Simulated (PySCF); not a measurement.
Point-charge models of `C=C(C)P(C)CC(F)(F)F` against its computed dipole.

Coordinates (GFN2-xTB, Å) and charges (e) from the PBE0/pcSseg-1 density (PySCF):

| atom | x | y | z | Mulliken | IAO | Hirshfeld | ESP-fitted |
| --- | --- | --- | --- | --- | --- | --- | --- |
| C1 | -1.708 | -1.882 | 0.896 | -0.0438 | -0.3081 | -0.1012 | -0.5302 |
| C2 | -1.305 | -0.737 | 0.360 | -0.6236 | -0.1700 | -0.0380 | +0.4811 |
| C3 | -2.102 | -0.005 | -0.673 | -0.1519 | -0.4220 | -0.1181 | -0.6914 |
| P4 | 0.300 | -0.069 | 0.976 | +0.3962 | +0.5128 | +0.1590 | -0.1846 |
| C5 | 0.007 | 1.749 | 0.821 | -0.4800 | -0.6145 | -0.1706 | -0.4006 |
| C6 | 1.252 | -0.333 | -0.629 | -0.4868 | -0.4907 | -0.1443 | -0.5555 |
| C7 | 2.701 | -0.020 | -0.382 | +0.7983 | +0.8088 | +0.2535 | +0.8963 |
| F8 | 3.485 | -0.335 | -1.432 | -0.2759 | -0.2901 | -0.1065 | -0.2925 |
| F9 | 3.195 | -0.686 | 0.669 | -0.2635 | -0.2805 | -0.0946 | -0.2482 |
| F10 | 2.916 | 1.283 | -0.142 | -0.2744 | -0.2911 | -0.0881 | -0.2391 |
| H11 | -2.627 | -2.363 | 0.602 | +0.1085 | +0.1451 | +0.0470 | +0.1908 |
| H12 | -1.126 | -2.379 | 1.654 | +0.1165 | +0.1542 | +0.0415 | +0.1731 |
| H13 | -1.496 | 0.232 | -1.547 | +0.1234 | +0.1420 | +0.0431 | +0.1998 |
| H14 | -2.488 | 0.928 | -0.266 | +0.1387 | +0.1537 | +0.0471 | +0.1948 |
| H15 | -2.946 | -0.612 | -0.994 | +0.1218 | +0.1498 | +0.0477 | +0.1711 |
| H16 | -0.277 | 2.043 | -0.187 | +0.1349 | +0.1396 | +0.0393 | +0.1093 |
| H17 | 0.917 | 2.272 | 1.107 | +0.1657 | +0.1689 | +0.0395 | +0.1826 |
| H18 | -0.779 | 2.024 | 1.524 | +0.1513 | +0.1579 | +0.0458 | +0.1540 |
| H19 | 0.896 | 0.290 | -1.452 | +0.1652 | +0.1559 | +0.0469 | +0.1850 |
| H20 | 1.181 | -1.387 | -0.907 | +0.1794 | +0.1784 | +0.0507 | +0.2042 |

Problem. What dipole does each set of charges give (1 e·Å = 4.803 D), and what does the density give?

Solution. The full density gives (-3.17, 0.22, -1.10) D, 3.36 D in size; dipole vectors point from the negative to the positive end.

```csv
scheme,μx,μy,μz,size (D),share of the full size (%),angle to the full dipole (°)
Mulliken,-3.28,0.24,-0.07,3.28,98,18
IAO,-3.12,-0.86,0.76,3.32,99,37
Hirshfeld,-1.49,-0.19,0.23,1.52,45,30
ESP-fitted,-3.22,0.32,-1.05,3.40,101,2
```

Problem. Which set comes closest?

Solution. Length of the difference vector: ESP-fitted 0.13 D, Mulliken 1.03 D, IAO 2.15 D, Hirshfeld 2.18 D. Closest: ESP-fitted. ESP charges are fitted to the potential around the molecule, whose slowest-falling term is the dipole's. The schemes that divide the density aren't constrained to reproduce the dipole.

Problem. What is left for the Hirshfeld atoms' own dipoles?

Solution. The shares of the density sum to the whole, so what Σ q r misses lies in dipoles about the nuclei. The atomic dipoles sum to (-3.17, 0.22, -1.10) − (-1.49, -0.19, 0.23) = (-1.68, 0.41, -1.33) D, 2.18 D in size.

Problem. With the origin at the mean of the coordinates, (0.000, 0.001, 0.000) Å, which are the largest single terms, by size, of the ESP-fitted dipole along the direction of the full one?

Solution. C7 -10.43, C3 -7.31, F8 +3.99, F9 +3.91, C1 -3.04 D; all 20 atoms together +3.40 D. The single terms depend on the origin, their sum doesn't.

Problem. Give the size of the full dipole in other units.

Solution. 3.36 D = 1.321 au = 0.699 e·Å = 11.20 × 10⁻³⁰ C·m.

One conformer (not necessarily the lowest) at the GFN2-xTB geometry, without solvent, vibrations or thermal averaging.

The run behind these numbers computed NMR shieldings as well. Time: 57 s (with the writing of density and orbital grids); peak memory 1.1 GiB. Hardware: one thread, Intel Xeon Platinum 8488C (x86_64), no GPU, shared host with 96 logical CPUs at a one-minute load of 31.

Conformer computed: `[CH2:1]=[C:2]([CH3:3])[P:4]([CH3:5])[CH2:6][C:7]([F:8])([F:9])[F:10]`: C1–C2–P4–C5 -148°, C2–P4–C6–C7 -173°, P4–C6–C7–F8 173°.
